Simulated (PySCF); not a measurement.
Species: C7H9 (doublet state).
Cartesian coordinates in Å at the PBE0-D3(BJ)/def2-SVP level; atoms count from 1:
```xyz
16
C7H9 angstrom
C      2.6435    0.8114   -0.3607
C      1.4035    0.8237    0.0738
C      0.7911   -0.2296    0.9768
C     -0.4477   -0.8490    0.3785
C     -0.4093   -2.0746   -0.1721
C     -1.7004   -0.0889    0.3812
C     -1.9046    1.1080    0.9485
H      3.5260    0.1772   -0.2666
H      0.7353    1.6416   -0.2312
H      0.5389    0.2379    1.9449
H      1.5347   -1.0113    1.1862
H      0.5099   -2.6659   -0.1869
H     -1.2995   -2.5191   -0.6257
H     -2.5386   -0.5741   -0.1321
H     -1.1168    1.6483    1.4804
H     -2.8830    1.5916    0.9009
```

The hyperfine couplings belong to this conformer and change with its torsions.

The species is `[H]/[C]=C\CC(=C)C=C` [radical].

The calculation used UKS B3LYP, IGLO-III on C, pcH-1 on H, non-relativistic, mean-field spin-orbit, GIAO (PySCF 2.14.0). Geometry: PBE0-D3(BJ)/def2-SVP, one conformer, isolated molecule. No stability test was run, so a lower SCF solution isn't excluded.

(1) Give the principal g shifts and their parts.

(2) At 93.884 GHz, how far is the centre of the isotropic spectrum from where a free electron (g = 2.002319) resonates?

(3) What are the electron Larmor frequencies g μB B/h along the three axes at 350 mT?

(4) Average each term over the three axes. Which is largest in size?

(5) In a frozen sample, at which fields do the three g values resonate at 9.5, 34, 94 and 263 GHz (hyperfine left aside), and which band first spreads them over more than twice a line width of 0.5 mT?

Results:

(1) 
```json
{"Δg (ppm)": "relativistic mass correction", "1": "-147", "2": "-147", "3": "-147"}
{"Δg (ppm)": "gauge correction", "1": "38", "2": "3", "3": "-43"}
{"Δg (ppm)": "orbital Zeeman/spin–orbit", "1": "-413", "2": "24", "3": "515"}
{"Δg (ppm)": "total", "1": "-522", "2": "-120", "3": "326"}
```

So g = 2.00180, 2.00220, 2.00264 and g_iso = 2.00221; the tensor is rhombic: the two nearest values differ by 47 % of g3 − g1. Axes: g1 points within 7° of the C1–H8 bond and g2 points within 2° of the C2–C3 bond.

(2) B = hν/(g μB) with μB/h = 13.99624 MHz/mT gives 3350.01 mT for the free electron and 3350.19 mT at g_iso, 0.18 mT higher.

(3) 9.8062, 9.8081, 9.8103 GHz for g1, g2 and g3, a range of 4.2 MHz.

(4) The mass correction -147, the orbital-Zeeman/spin–orbit term 42 and the gauge correction -1 ppm, for a total of -105 ppm. The mass correction is the largest in size. The mass correction is the same along every axis, so the anisotropy comes from the other two: their spans along these axes are 81 (gauge) and 929 ppm (orbital Zeeman/spin–orbit).

(5) 
```tsv
band	GHz	B(g3) mT	B(g2) mT	B(g1) mT	spread mT
X	9.5	338.93	339.00	339.07	0.14
Q	34.0	1213.01	1213.28	1213.52	0.51
W	94.0	3353.61	3354.35	3355.03	1.42
J	263.0	9382.97	9385.06	9386.94	3.97
```

The spread grows in proportion to the frequency. W band is the first where it exceeds 1.0 mT.

Largest spin populations (Mulliken): C1 (+1.02), C2 (-0.14) and C3 (+0.06). C1 is the only atom above +0.15. The positive populations add up to 1.17 and the negative ones to -0.17, together 2S = 1.

The HOMO–LUMO gaps are 5.03 eV among the α and 4.30 eV among the β orbitals.

Time: 2.5 min (grids of density and orbitals included). Hardware: one thread, Arm Neoverse N1 (shared host).
